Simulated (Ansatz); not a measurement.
Reactions of C2H6Cl2Si (`C[SiH2]C(Cl)Cl`).

Program: Ansatz. Geometries: PBE0-D4/def2-TZVP. ΔE: electronic, gas phase. CBS: MP2 limit from def2 TZ/QZ plus the TZ coupled-cluster correction, frozen cores. This one scheme is used for every species. def2 core potentials past Kr. For Br, Ge, Sn outer-core shells are correlated without core-valence functions, which leaves a few kJ/mol of doubt a bond. Scalar relativity is left out up to krypton. Each species was taken in one conformer, which may not be the lowest.

```tsv
reaction	CCSD/CBS(def2) (kJ/mol)
`C[SiH2]C(Cl)Cl` + `[OH][GeH]([OH])[OH]` → `C[O][GeH]([OH])[OH]` + `[SiH3]C(Cl)Cl`	106
`C[SiH2]C(Cl)Cl` + `CC(F)(F)F` → `FC(F)(F)CC(Cl)Cl` + `C[SiH3]`	46
`C[SiH2]C(Cl)Cl` + `N=CF` → `C[SiH2]/N=C/F` + `ClCCl`	-58
`C[SiH2]C(Cl)Cl` + `CN[SiH2]O` → `CN[SiH2]OC` + `[SiH3]C(Cl)Cl`	103
`C[SiH2]C(Cl)Cl` + HBr → `ClC(Cl)Br` + `C[SiH3]`	76
`C[SiH2]C(Cl)Cl` + `[SnH4]` → `C[SiH2][SnH3]` + `ClCCl`	-33
`C[SiH2]C(Cl)Cl` + `C[NH][AlH2]` → `C[SiH2][N](C)[AlH2]` + `ClCCl`	-57
`C[SiH2]C(Cl)Cl` + `CBS` → `CBS[SiH2]C` + `ClCCl`	-60
`C[SiH2]C(Cl)Cl` + `[CH3][AlH][OH]` → `[CH3][AlH][O][SiH2]C` + `ClCCl`	-120
`C[SiH2]C(Cl)Cl` + `[NH2][SnH3]` → `C[SiH2][NH][SnH3]` + `ClCCl`	-69
```

(1) Give the CCSD(T)/CBS values in the same order. (Best estimate.)

Largest T1 diagnostic: 0.013, for `N=CF`.

## Answers

(1) The calculation gave: 107, 45, -55, 105, 75, -31, -55, -59, -115, -66 kJ/mol.
